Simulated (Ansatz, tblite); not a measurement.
Removing and adding an electron: Al₁₃N₁₃H₃₀, a nanocrystal cut from zinc blende AlN (hydrogen-capped). Total charge 0; singlet. Geometry: r2SCAN-D4/def2-SVP. Ansatz, gas phase; energy differences of separate SCF runs; the oxidised species was run as a doublet alone; the reduced species was run as a doublet alone.

```xyz
56

Al   -2.2068   -0.3095    1.0347
Al   -2.0828    2.6191   -0.4313
Al   -1.8120    2.4484    2.6846
Al    0.5499    0.2545    2.3811
Al    0.6628    3.1808    0.9097
Al   -2.5311   -0.1756   -2.2239
Al   -2.6781   -2.9505   -0.7782
Al    0.1326   -2.3478    0.7121
Al   -0.2013   -2.2058   -2.5451
Al    0.2667    0.4203   -0.7220
Al    3.1754    0.9918    0.5631
Al    2.7597   -1.6002   -1.0990
Al    3.0418   -1.7803    2.0153
N    -2.5576    1.5943    1.0764
N    -2.9760   -1.0141   -0.5967
N    -2.8757    1.7302   -1.9781
N    -0.3000   -0.4729    0.8124
N    -0.1829    2.2843   -0.5824
N     0.1069    2.1394    2.3778
N     2.4519    0.0964    2.0543
N     2.5724    2.8448    0.6819
N    -0.6028   -0.3341   -2.2618
N    -0.7152   -2.9841   -0.9084
N     2.0486   -2.4188    0.4414
N     1.7475   -2.2986   -2.6153
N     2.1712    0.2333   -0.9070
H    -2.8373   -1.0218    2.3027
H    -2.4768    4.1527   -0.5464
H    -2.3136    1.7286    4.0132
H    -2.0450    4.0280    2.5000
H     0.1644   -0.4076    3.7688
H     0.4820    4.7581    0.8989
H    -3.2370   -0.5854   -3.5857
H    -3.1911   -3.7422    0.5044
H    -3.2294   -3.3526   -2.2335
H    -0.2898   -3.2414    1.9514
H    -0.7260   -2.7736   -3.9318
H     4.7420    1.0466    0.3115
H     4.2940   -1.7467   -1.4799
H     2.6048   -2.5566    3.3349
H     4.5902   -1.7525    1.5850
H    -3.5704    1.6818    1.2439
H    -3.9960   -0.9716   -0.4583
H    -3.8935    1.8598   -1.9257
H    -2.6333    2.2409   -2.8348
H     0.1233    2.7940   -1.4227
H     0.5204    2.5188    3.2418
H     2.9060    0.4404    2.9127
H     3.0637    3.2838    1.4701
H     2.9257    3.3775   -0.1211
H    -0.3010    0.1479   -3.1199
H    -0.5249   -3.9963   -0.9368
H     2.2867   -3.4211    0.4364
H     2.0094   -3.2843   -2.7386
H     2.0850   -1.8713   -3.4854
H     2.5021    0.7212   -1.7508
```

The xTB rows come from tblite. Single mean-field runs in def2-SVP are fitted with def2-universal-jkfit.

(1) Estimate orbital energies and vertical ionisation energies and electron affinities at: GFN1-xTB; GFN2-xTB; PBE-D4/def2-SVP; PBE0-D4/def2-SVP.

Answers

(1) 
| level | −HOMO (eV) | vertical IE (eV) | −LUMO (eV) | vertical EA (eV) | HOMO–LUMO gap (eV) | IE − EA (eV) | remarks |
| --- | --- | --- | --- | --- | --- | --- | --- |
| GFN1-xTB | 9.13 | 10.84 | 4.94 | 3.44 | 4.18 | 7.40 | – |
| GFN2-xTB | 9.99 | 11.55 | 5.41 | 3.79 | 4.58 | 7.76 | – |
| PBE-D4/def2-SVP | 5.91 | – | 1.44 | 0.03 | 4.48 | – | HOMO above zero (-1 doublet) |
| PBE0-D4/def2-SVP | 7.17 | 8.46 | 0.60 | -0.35 | 6.57 | 8.81 | HOMO above zero (-1 doublet) |

Run but left out: PBE-D4/def2-SVP (charge +1 doublet: an occupied level 0.05 eV above an empty one).   A HOMO above zero means that the electron is unbound at that level or that self-interaction error raises the level; the energy of removing that electron tells which. Raw xTB energy differences between charge states are shifted by several eV; the methods need an empirical correction for them. Sets without diffuse functions give affinities that are too small. A negative affinity means that the extra electron isn't bound; its size then hangs on the basis.
